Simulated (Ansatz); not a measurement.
`C[SiH2]Br` + CH₃OH → `CO[SiH2]C` + HBr at 298.15 K and 1 bar (ligand exchange at the Si–Br bond).

Isolated molecules relaxed with PBE0-D4/def2-TZVP in Ansatz; ΔE leaves out vibrations. CBS: MP2 limit from def2 TZ/QZ plus the TZ coupled-cluster correction, frozen cores. This one scheme is used for every species. For Br outer-core shells are correlated without core-valence functions, which leaves a few kJ/mol of doubt a bond. Scalar relativity is left out up to krypton. Each species was taken in one conformer, which may not be the lowest.

```tsv
species	CCSD(T)/CBS energy (Eh)	H − E (kJ/mol)	S (J/(mol·K))
`C[SiH2]Br`	-2903.51417	159.8	309.7
CH₃OH	-115.61712	146.3	238.2
`CO[SiH2]C`	-445.20896	272.6	336.3
HBr	-2573.91920	24.6	198.6
```

H − E and S are ideal-gas, rigid-rotor, harmonic terms from PBE0-D4/def2-TZVP, for one conformer and one mirror image of each species. 1 Eh = 2625.50 kJ/mol, R = 8.31446 J/(mol·K).

Problem. By hand: ΔE, ΔH, ΔS and ΔG.

Solution. ΔE = (-445.20896) + (-2573.91920) − (-2903.51417) − (-115.61712) = 0.00313 Eh = 8.2 kJ/mol. Δ(H − E) = 272.6 + 24.6 − 159.8 − 146.3 = -8.9, so ΔH = -0.7 kJ/mol. ΔS = 336.3 + 198.6 − 309.7 − 238.2 = -13.0 J/(mol·K). ΔG = -0.7 − 298.15 × (-13.0)/1000 = 3.2 kJ/mol.

Problem. By hand: the equilibrium constant, and the temperature at which ΔG would vanish if ΔH and ΔS stayed fixed.

Solution. log₁₀ K = −ΔG/(RT ln 10) = -0.6. ΔG = 0 at ΔH/ΔS = 54 K, though so small a ΔH makes that figure unsure.

TΔS isn't small against ΔH here. The sign of ΔG lies within the doubt. A doubt of 5 kJ/mol in ΔE shifts log₁₀ K by 0.9 here. Other conformers and mirror images would add mixing entropy, several J/(mol·K) or more a flexible species. These are equilibria of isolated gas molecules and say nothing of rates. Largest T1 diagnostic: 0.010 (customary marks: 0.02 for closed shells, 0.045 for open ones).
